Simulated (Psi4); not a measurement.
Pair of molecules, SMILES O with SMILES C[SiH3], pulled apart as rigid monomers along the line of their centres of mass from the B3LYP-D3(BJ)/def2-TZVP minimum (SMILES order as in the coordinates).
Starting geometry (charge 0, multiplicity 1):
```xyz
11

O      0.1512     0.7103    -0.1305
H     -0.5964     1.2429     0.1619
H     -0.1945    -0.1867    -0.1949
C      1.2790     0.1445     3.1668
Si    -0.5264    -0.3210     3.0186
H      1.4191     0.9261     3.9157
H      1.6444     0.5116     2.2071
H      1.8801    -0.7174     3.4622
H     -1.0618    -0.8257     4.3073
H     -0.7251    -1.3861     2.0020
H     -1.3515     0.8464     2.6147
```

These are Psi4 with SAPT0/jun-cc-pV(D+d)Z values and carry that method's errors.

| O1···Si5 (Å) | electrostatics (meV) | exchange (meV) | induction (meV) | dispersion (meV) | total |
|---|---|---|---|---|---|
| 3.05 | (withheld) | 432.5 | -57.9 | -103.7 | 10.8 |
| 3.38 | -126.3 | 152.5 | -23.9 | -56.2 | -53.9 |
| 3.88 | -53.7 | 30.3 | -7.3 | -23.8 | -54.5 |
| 4.72 | -20.8 | 1.9 | (withheld) | -6.7 | -27.2 |
| 6.06 | -7.7 | 0.0 | -0.3 | -1.4 | -9.3 |

Problem. What belongs in the gaps?

Solution. 
- 3.05, electrostatics (meV): -260.1
- 4.72, induction (meV): -1.6
